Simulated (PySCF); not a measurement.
Isomers of C3H4F4O, mass 132.020 u with the commonest isotopes. The calculation used PBE0-D3(BJ)/def2-SVP geometry optimisation, gas phase (PySCF 2.14.0). One conformer each, none proved a minimum here; rigid rotors.

Question: Order these by rotational constant B, largest first.
A. `[CH3:1][O:2][C:3]([F:4])([F:5])[CH:6]([F:7])[F:8]` with C1–O2–C3–F4 56°, O2–C3–C6–F7 -63° (HCF2CF2OMe)
B. `[OH:1][CH2:2][C@@H:3]([F:4])[C:5]([F:6])([F:7])[F:8]` with H–O1–C2–C3 52°, O1–C2–C3–F4 -61°
C. `[CH3:1][O:2][C@@H:3]([F:4])[C:5]([F:6])([F:7])[F:8]` with C1–O2–C3–F4 72°

Answer: B (1735 MHz), A (1622 MHz), C (1543 MHz).

Question: Order these by radius of gyration √(Σ m r²/M), largest first.
A. `[CH3:1][O:2][C:3]([F:4])([F:5])[CH:6]([F:7])[F:8]` with C1–O2–C3–F4 56°, O2–C3–C6–F7 -63° (HCF2CF2OMe)
B. `[OH:1][CH2:2][C@@H:3]([F:4])[C:5]([F:6])([F:7])[F:8]` with H–O1–C2–C3 52°, O1–C2–C3–F4 -61°
C. `[CH3:1][O:2][C@@H:3]([F:4])[C:5]([F:6])([F:7])[F:8]` with C1–O2–C3–F4 72°

Answer: C (1.806 Å), A (1.769 Å), B (1.745 Å).

Question: Order these by rotational constant C, smallest first.
A. `[CH3:1][O:2][C:3]([F:4])([F:5])[CH:6]([F:7])[F:8]` with C1–O2–C3–F4 56°, O2–C3–C6–F7 -63° (HCF2CF2OMe)
B. `[OH:1][CH2:2][C@@H:3]([F:4])[C:5]([F:6])([F:7])[F:8]` with H–O1–C2–C3 52°, O1–C2–C3–F4 -61°
C. `[CH3:1][O:2][C@@H:3]([F:4])[C:5]([F:6])([F:7])[F:8]` with C1–O2–C3–F4 72°

Answer: C (1326 MHz), A (1387 MHz), B (1489 MHz).

| SMILES | point group | Ia (u·Å²) | Ib (u·Å²) | Ic (u·Å²) | κ | μa (D) | μb (D) | μc (D) |
| --- | --- | --- | --- | --- | --- | --- | --- | --- |
| COC(F)(F)C(F)F | C1 | 150.33 | 311.49 | 364.42 | -0.76 | 2.27 | 0.44 | 1.20 |
| OC[C@@H](F)C(F)(F)F | C1 | 172.94 | 291.28 | 339.35 | -0.66 | 1.08 | 0.85 | 1.74 |
| CO[C@@H](F)C(F)(F)F | C1 | 152.41 | 327.60 | 381.04 | -0.78 | 2.54 | 0.45 | 1.52 |
